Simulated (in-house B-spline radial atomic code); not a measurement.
Whole-atom quantities along the 59-electron series, configuration [Xe] 4f5. Computed with an all-electron radial atomic-structure program (B-spline basis): non-relativistic Hartree-Fock, average of the configuration, point nuclei.

This level leaves out relativity, spin-orbit splitting included, which matters for heavy ions.

```
 ion   Z  E/Z² (Eh)  Σ<r²> (bohr²)  n(0)/Z³ (bohr⁻³)  Lamb diamagnetic shielding (ppm)  repulsion over attraction
Pm2+  61    -2.5946         42.006           0.71029                           6655.29                    0.15576
Sm3+  62    -2.6101         37.245           0.71082                           6796.01                    0.15465
Eu4+  63    -2.6254         33.507           0.71134                           6936.17                    0.15346
```
